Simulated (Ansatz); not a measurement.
A search over several starts for the lowest SCF solution of SnGe₃⁺ at the given spin, in a small basis.

```yaml
crystal:
  periodic: [false, false, false]
  atoms:
    - {symbol: Ge, position_ang: [0.827113, 0.522954, -1.107949]}
    - {symbol: Ge, position_ang: [-0.838045, -0.648989, 1.030309]}
    - {symbol: Ge, position_ang: [-0.184869, -1.688599, -1.069482]}
    - {symbol: Sn, position_ang: [0.195811, 1.814634, 1.147122]}
basis:
  gaussian: {orbitals: def2-SVP, initial_orbitals: start.molden}
total_charge: 1
magnetization: {spin_polarized: true, initial_magnetization: 1}
hamiltonian: {xc: pbe0, dispersion: d4}
output: {orbitals: {seedname: orbitals}}
```

The file start.molden holds the orbitals of an earlier run on this structure, at another level or in another basis.

```sh
$ ansatz run in.yaml --threads 4 --pin off --events-out ev --progress --plain --max-ram 4787MiB
```

Output, abridged:

```
Functional definition: PBE0
1290 factors; integrals over basis functions are off by at most 4.7e-4 eV
mean field evaluation 1: about -175319.1179 eV, gradient 5.0e1 eV
mean field evaluation 2: about -175328.6958 eV, gradient 1.4e1 eV
mean field evaluation 4: about -175336.8508 eV, gradient 2.8e0 eV
mean field evaluation 8: about -175337.4744 eV, gradient 2.7e-2 eV
mean field evaluation 16: about -175335.8658 eV, gradient 1.4e1 eV
mean field evaluation 32: about -175337.4744 eV, gradient 5.3e-4 eV
mean field -175337.47441202 eV, -6443.5333366329 hartree, gradient 1.8e-5 eV, S^2 0.759973; 7 other end points of the search recorded, 0 dependent functions left out
reference -175337.47443495 eV, -6443.5333374758 hartree; 59, 58 occupied and 63, 64 virtual orbitals, 1290 factors
Total energy: -175337.69037395 eV, -6443.5412730874 hartree
```

Run time 9.5 s (4 threads of Arm Neoverse V2 on a shared host), peak host memory 0.57 GiB.

In the def2 sets Sn takes a core potential; there is no spin–orbit coupling. The structure comes from a short search, and lower isomers may exist.
